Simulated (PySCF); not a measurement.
Ionisation energy of N²⁺ by level of theory

N²⁺ [He] 2s2 2p1 (2P) → N³⁺ [He] 2s2 (1S), as a difference of total energies. All numbers are calculated (PySCF 2.14, the non-relativistic Hamiltonian (point nucleus), in aug-cc-pwCVTZ (7s6p4d2f, 59 functions)). Correlated levels: valence and next inner shell: nothing frozen. The calculations carry no spin-orbit coupling.

| method | ionisation energy (eV) | plus first-order spin-orbit estimate | difference from reference of that sum (eV) |
| --- | --- | --- | --- |
| UHF | 47.269 | 47.283 | -0.162 |
| MP2 (valence and next inner shell) | 47.535 | 47.549 | +0.104 |
| SCS-MP2 (valence and next inner shell) | 47.463 | 47.477 | +0.032 |
| CCSD (valence and next inner shell) | 47.311 | 47.325 | -0.120 |
| CCSD(T) (valence and next inner shell) | 47.333 | 47.347 | -0.098 |

Reference: 47.445 eV (semi-empirical (NIST evaluation); NIST Atomic Spectra Database, ionization energies).

A first-order spin-orbit estimate (lowest level to lowest level, LS coupling) adds 0.014 eV.

Errors of the correlated levels include the incompleteness of this basis.

The coupled-cluster amplitudes are large for N³⁺ (T1 above 0.03 or a double amplitude above 0.15), so a single reference is strained.
